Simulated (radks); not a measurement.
The numbers below are computed, except where a source is named.
Question: Pr37+, configuration [Ar] 3d4. Level of theory: scalar-relativistic Kohn-Sham, exchange-only LDA, spin-polarised, spherical densities, point nucleus; open shells are filled with parallel spins first (spin-orbit coupling, left out, can overturn this in heavy ions) (a radial shooting solver on a logarithmic mesh with Libxc functionals). Some entries of the table are withheld. Estimate them.

orbital  occ.  eigenvalue (hartree)  <r> (bohr)
1s up       1             -1604.331     0.02411
1s down     1             -1604.313     0.02411
2s up       1             -314.7230      0.1026
2s down     1             -314.1202      0.1024
2p up       3             -289.1877     0.08999
2p down     3             -288.7139     0.08987
3s up       1             -112.3487         (1)
3s down     1             -111.6896         (2)
3p up       3                   (3)      0.2519
3p down     3                   (4)      0.2527
3d up       4             -94.47229      0.2246
3d down     0             -93.64857      0.2254

Answer: 
(1) 3s up <r> (bohr): 0.2573
(2) 3s down <r> (bohr): 0.2579
(3) 3p up eigenvalue (hartree): -104.3582
(4) 3p down eigenvalue (hartree): -103.6832
